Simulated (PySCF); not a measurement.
Compound: (Cl2In-mu-SH)2.
Structure used (PBE0-D3(BJ)/def2-SVP), in Å, numbered top down from 1:
```xyz
10
Cl4H2In2S2 angstrom
In     1.7118   -0.3431    0.2285
Cl     2.9571   -0.7276   -1.7021
Cl     2.5339   -0.3512    2.4084
S      0.3877    1.8423   -0.0626
In    -1.6862    0.3290   -0.2275
Cl    -2.9325    0.7120    1.7029
Cl    -2.5080    0.3344   -2.4076
S     -0.3635   -1.8579    0.0636
H      0.2384    2.0281    1.2718
H     -0.2142   -2.0429   -1.2710
```

Computed with PBE0-D3(BJ)/def2-SVP geometry optimisation, gas phase, def2 core potentials past Kr in PySCF.

(1) Which atoms are bound to In1, and at what distances?

(2) List the angles at In1.

(3) Describe the arrangement about In1 in numbers.

(4) What are the other bond lengths?

(5) Give some angles away from the centre.

(6) What are the rotational constants (commonest isotopes, rigid rotor)?

Answers

(1) 4 atoms: Cl2 2.329 Å, Cl3 2.330 Å, S4 2.572 Å, S8 2.575 Å. The nearest atom not counted as bound is H10, at 2.97 Å (others tie with it).

(2) 
```
      angle  degrees  distance of the outer atoms (Å)
Cl2–In1–Cl3    125.9                             4.15
 Cl3–In1–S8    110.0                             4.02
 Cl2–In1–S4    108.8                             3.99
 Cl3–In1–S4    106.9                             3.94
 Cl2–In1–S8    106.3                             3.93
  S4–In1–S8     94.5                             3.78
```

(3) Angles from 94.5° to 125.9°; τ4 = (360° − α − β)/141° = 0.88 with α and β the two widest (0 for a square, 1 for a tetrahedron). Differences among atoms that C2h makes equivalent are scatter left by the optimiser.

(4) S4–H9, S8–H10 1.356 Å.

(5) In1–S4–In5 85.6°.

(6) A = 600.3, B = 248.0, C = 209.7 MHz: an asymmetric top.

Point group: C2h (every atom within 0.08 Å of its image). Charge 0, singlet. Stationary, but not proved a minimum.

One conformer stands for the species.
